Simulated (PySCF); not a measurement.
Rigid-rotor lines calculated for a species of formula C6H8O2 (commonest isotopes; PySCF, PBE0-D3(BJ)/def2-SVP geometry optimisation, gas phase), labelled J(Ka,Kc):

```json
{"transition": "1(0,1) ← 0(0,0)", "MHz": "2557.0"}
{"transition": "2(1,1) ← 1(1,0)", "MHz": "5287.6"}
{"transition": "1(1,1) ← 0(0,0)", "MHz": "6009.3"}
{"transition": "2(1,2) ← 1(1,1)", "MHz": "4940.4"}
{"transition": "2(0,2) ← 1(0,1)", "MHz": "5107.6"}
```

(1) Find the rotational constants.

(2) What moments of inertia, asymmetry and inertial defect follow?

(3) Which dipole components do these lines need?

(4) Where do these fall, and of which type are they? 2(1,2) ← 1(0,1); 3(3,0) ← 3(2,1); 2(1,1) ← 2(1,2); 3(2,1) ← 2(2,0); 2(2,0) ← 1(1,1); 1(1,0) ← 1(0,1); 3(3,1) ← 2(2,0); 3(0,3) ← 2(0,2); 3(1,3) ← 2(1,2); 2(2,1) ← 2(1,2); 3(2,2) ← 2(1,1); 3(1,3) ← 2(0,2); 3(1,2) ← 2(1,1); 2(2,0) ← 2(1,1).

(5) Which structure gave them?

Answers

(1) 1(0,1) ← 0(0,0) is B + C, 2(1,1) ← 1(1,0) is 3B + C and 2(1,2) ← 1(1,1) is B + 3C, so B − C is half the difference of the last two, 173.6 MHz. 1(1,1) ← 0(0,0) is A + C. A = 4817.6, B = 1365.3, C = 1191.7 MHz.

(2) I = 505379 MHz·u·Å² over each constant: Ia = 104.90, Ib = 370.15, Ic = 424.09 u·Å²; κ = (2B − A − C)/(A − C) = -0.904 (near-prolate asymmetric top); Δ = Ic − Ia − Ib = -50.97 u·Å².

(3) μa and μb (a-type: ΔKa even, ΔKc odd; b-type: both odd). The calculation gives |μa| = 3.55 D, |μb| = 2.45 D, |μc| = 0.05 D.

(4) 
```csv
transition,MHz,type,branch
"2(1,1) ← 2(1,2)",521,a,Q
"1(1,0) ← 1(0,1)",3626,b,Q
"3(1,3) ← 2(1,2)",7407,a,R
"3(0,3) ← 2(0,2)",7646,a,R
"3(2,1) ← 2(2,0)",7696,a,R
"3(1,2) ← 2(1,1)",7927,a,R
"2(1,2) ← 1(0,1)",8393,b,R
"2(2,0) ← 2(1,1)",10363,b,Q
"3(1,3) ← 2(0,2)",10692,b,R
"2(2,1) ← 2(1,2)",10878,b,Q
"2(2,0) ← 1(1,1)",15824,b,R
"3(3,0) ← 3(2,1)",17668,b,Q
"3(2,2) ← 2(1,1)",18028,b,R
"3(3,1) ← 2(2,0)",25364,b,R
```

(5) `C=C(C)[C@H]1CC(=O)O1`, point group C1. Three constants can't fix a structure by themselves; this is the one that was computed:
```xyz
16
C6H8O2 angstrom
C     -1.347    1.380    0.405
C     -1.176    0.081    0.149
C     -2.185   -0.782   -0.545
C      0.081   -0.631    0.540
C      1.114   -0.890   -0.572
C      1.986    0.012    0.281
O      3.085    0.454    0.252
O      1.037    0.201    1.239
H     -2.264    1.897    0.108
H     -0.578    1.955    0.926
H     -2.495   -1.623    0.099
H     -3.082   -0.211   -0.818
H     -1.768   -1.227   -1.464
H     -0.147   -1.523    1.149
H      0.871   -0.478   -1.561
H      1.494   -1.916   -0.671
```

The values belong to one conformer (point group C1) with, in the numbering `[CH2:1]=[C:2]([CH3:3])[C@H:4]1[CH2:5][C:6](=[O:7])[O:8]1`, C1–C2–C4–C5 -101°. PBE0-D3(BJ)/def2-SVP frequencies: not computed here. Zero-point vibration and centrifugal distortion are left out. A rigid rotor knows nothing of internal rotation, which can split or shift real lines.
